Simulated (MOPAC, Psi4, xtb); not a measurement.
Torsional profile of SMILES F[Si](F)(F)/C=[CH]\[GeH3] (C2H5F3GeSi). Scanned: dihedral F1–Si2–C5–C6; all other coordinates were relaxed at B3LYP-D3(BJ)/def2-SVP. Heavy atoms are numbered in the order of the SMILES F[Si](F)(F)/C=[CH]\[GeH3], hydrogens after them in the order of the atoms that carry them; the mirror image has the same energies with the sign of each dihedral reversed.

Levels: PM3, restricted, heats of formation // B3LYP-D3(BJ)/def2-SVP (MOPAC); HF/cc-pVTZ // B3LYP-D3(BJ)/def2-SVP (Psi4); GFN1-xTB // B3LYP-D3(BJ)/def2-SVP (xtb); MP2/cc-pVTZ = DF-MP2 (frozen core)/cc-pVTZ // B3LYP-D3(BJ)/def2-SVP run with Psi4.

Energies relative to the lowest point of each profile, in kJ/mol:

```tsv
φ / °	PM3	HF/cc-pVTZ	GFN1-xTB
0	9.22	0.90	0.70
10	8.90	0.72	0.72
20	8.09	0.85	0.65
30	6.71	1.00	0.61
40	3.86	0.64	0.45
50	1.17	0.13	0.16
60	0.00	0.00	0.00
70	1.75	0.67	0.43
80	4.24	0.76	0.24
90	6.36	0.80	0.44
100	8.23	1.02	0.50
110	8.95	0.88	0.56
```

Predict the corresponding MP2/cc-pVTZ column.

0: 2.35; 10: 2.24; 20: 2.04; 30: 1.65; 40: 0.84; 50: 0.22; 60: 0.00; 70: 0.50; 80: 0.85; 90: 1.50; 100: 1.97; 110: 2.19 (kJ/mol).
